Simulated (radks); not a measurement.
The numbers below are computed, except where a source is named.
Br X, configuration [Ar] 3d8 (the NIST ground configuration). Level of theory: scalar-relativistic Kohn-Sham, PBE, spin-unpolarised, spherical densities, point nucleus (a radial shooting solver on a logarithmic mesh with Libxc functionals).

Normalised radial functions P(r) = r R(r), r in bohr:

| r | 2s | 2p |
|---|---|---|
| 0.002541 | 0.3304 | 0.0091 |
| 0.003205 | 0.4035 | 0.0139 |
| 0.004009 | 0.4865 | 0.0210 |
| 0.005056 | 0.5856 | 0.0321 |
| 0.006377 | 0.6974 | 0.0489 |
| 0.007978 | 0.8148 | 0.0733 |
| 0.01006 | 0.9405 | 0.1108 |
| 0.01259 | 1.0562 | 0.1639 |
| 0.01587 | 1.1543 | 0.2435 |
| 0.01986 | 1.2062 | 0.3524 |
| 0.02504 | 1.1854 | 0.5082 |
| 0.03133 | 1.0595 | 0.7094 |
| 0.03951 | 0.7847 | 0.9759 |
| 0.04943 | 0.3581 | 1.2864 |
| 0.06234 | -0.2450 | 1.6440 |
| 0.07799 | -0.9328 | 1.9849 |
| 0.09836 | -1.6438 | 2.2679 |
| 0.124 | -2.1938 | 2.3976 |
| 0.1552 | -2.4214 | 2.3111 |
| 0.1957 | -2.2628 | 1.9839 |
| 0.2448 | -1.7850 | 1.4959 |
| 0.3088 | -1.1437 | 0.9423 |
| 0.3863 | -0.5950 | 0.4943 |
| 0.4872 | -0.2294 | 0.1969 |
| 0.6095 | -0.0663 | 0.0602 |
| 0.7686 | -0.0122 | 0.0121 |
| 0.9616 | -0.0015 | 0.0016 |
| 1.213 | -0.0001 | 0.0001 |
| 1.517 | 0.0000 | 0.0000 |
| 1.913 | 0.0000 | 0.0000 |

2s: eigenvalue -1928.3 eV, 1 radial node at r = 0.0571 bohr, <r> = 0.189 bohr, 90 % of the charge inside 0.293 bohr. 2p: eigenvalue -1724.1 eV, 0 radial nodes, <r> = 0.165 bohr, 90 % of the charge inside 0.270 bohr.
